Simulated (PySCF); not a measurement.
CH7BBiOP.
SMILES with atom numbers: `[CH3:1][O:2][B:3]([PH2:4])[BiH2:5]` (hydrogens: H6, H7, H8 on C1; H9, H10 on P4; H11, H12 on Bi5)

Cartesian coordinates in Å at the PBE0-D3(BJ)/def2-SVP level; atoms count from 1:
```xyz
12
CH7BBiOP angstrom
C     -0.7789   -1.5264   -0.5987
O      0.3966   -0.9714   -0.0611
B      0.6841    0.3152    0.1553
P      2.4476    0.7407    0.7931
Bi    -0.7103    2.2004   -0.3654
H     -1.2606   -2.1501    0.1691
H     -1.4817   -0.7483   -0.9319
H     -0.5087   -2.1659   -1.4517
H      2.0676    1.7249    1.7503
H      2.6325   -0.3299    1.7164
H     -1.4168    1.4173   -1.8251
H     -2.0331    1.5019    0.6378
```

Theory: PBE0-D3(BJ)/def2-SVP geometry optimisation, gas phase, def2 core potentials past Kr (PySCF).

Take the most abundant isotopes and a rigid rotor. The values belong to one conformer with, in the numbering `[CH3:1][O:2][B:3]([PH2:4])[BiH2:5]`, C1–O2–B3–P4 -176°, O2–B3–P4–H -138° and -40°, O2–B3–Bi5–H -33° and 57°.

Q: Give the principal moments of inertia and the rotational constants in GHz.

A: Ia = 221.59, Ib = 525.34, Ic = 734.03 u·Å²; 505379 MHz·u·Å²/I gives 2281, 962.0 and 688.5 MHz, that is A = 2.2807, B = 0.9620, C = 0.6885 GHz.

Q: Classify the top.

A: An asymmetric top. Ray's parameter κ = (2B − A − C)/(A − C) = -0.656; −1 is the prolate and +1 the oblate limit.

Q: Is it planar, by Δ = Ic − Ia − Ib?

A: Not planar: Δ = Ic − Ia − Ib = -12.90 u·Å². For a rigid frame Δ = −2 Σ m c², so Σ m c² = 6.45 u·Å² lies off the ab plane: 6.29 from hydrogen and 0.16 from heavier atoms. The atom farthest from that plane is 1.46 Å away.

Q: Give the other two planar moments, Paa and Pbb, and the rms extents of the mass along the axes.

A: Paa = Σ m a² = (Ib + Ic − Ia)/2 = 518.89 and Pbb = Σ m b² = (Ia + Ic − Ib)/2 = 215.13 u·Å². With the mass M = 286.01 u, the rms extents √(P/M) along a, b and c are 1.35, 0.87, 0.15 Å.

Q: Where do the levels up to J = 3 lie, in cm⁻¹?

A: Above 0(0,0):
J = 1: 1(0,1) 0.0551, 1(1,1) 0.0990, 1(1,0) 0.1082
J = 2: 2(0,2) 0.1639, 2(1,2) 0.2000, 2(1,1) 0.2274, 2(2,1) 0.3594, 2(2,0) 0.3606
J = 3: 3(0,3) 0.3241, 3(1,3) 0.3508, 3(1,2) 0.4054, 3(2,2) 0.5245, 3(2,1) 0.5308, 3(3,1) 0.7680, 3(3,0) 0.7681
The levels of one J sum to (2J + 1)J(J + 1)(A + B + C)/3.

Q: Predict some low-J microwave lines.

A: The dipole components are |μa| = 0.18 D, |μb| = 1.38 D, |μc| = 0.60 D. Intensities carry the squares of the components, which stand as 0.02 : 1.00 : 0.19 (a : b : c). Some lines, for components of 0.1 D or more:

```tsv
type	branch	J(Ka,Kc)	MHz	lower level (cm⁻¹)
c	Q	3(1,3) ← 3(0,3)	799	0.324
b	Q	3(1,2) ← 3(0,3)	2437	0.324
b	R	1(1,1) ← 0(0,0)	2969	0.000
b	R	4(1,3) ← 3(2,2)	3490	0.525
c	Q	2(2,1) ← 2(1,1)	3956	0.227
b	Q	2(2,0) ← 2(1,1)	3995	0.227
a	R	3(2,2) ← 2(2,1)	4952	0.359
c	R	2(1,1) ← 1(0,1)	5167	0.055
a	R	4(1,4) ← 3(1,3)	5988	0.351
a	R	4(0,4) ← 3(0,3)	6257	0.324
c	Q	4(3,2) ← 4(2,2)	6866	0.761
c	R	3(1,2) ← 2(0,2)	7240	0.164
b	Q	3(3,1) ← 3(2,2)	7300	0.525
b	R	2(2,1) ← 1(1,0)	7531	0.108
b	R	3(2,2) ← 2(1,1)	8908	0.227
b	Q	4(4,1) ← 4(3,2)	10128	0.990
b	R	4(2,3) ← 3(1,2)	10144	0.405
b	R	3(3,1) ← 2(2,0)	12213	0.361
c	R	3(3,0) ← 2(2,0)	12216	0.361
b	R	3(3,0) ← 2(2,1)	12255	0.359
b	R	4(4,0) ← 3(3,1)	16798	0.768
```

PBE0-D3(BJ)/def2-SVP frequencies: not computed here. These are rigid-rotor constants of the computed structure; measured ground-state constants (B0) also hold zero-point vibration. A rigid rotor knows nothing of internal rotation, which can split or shift real lines. Quadrupole hyperfine structure (11B) is left out.
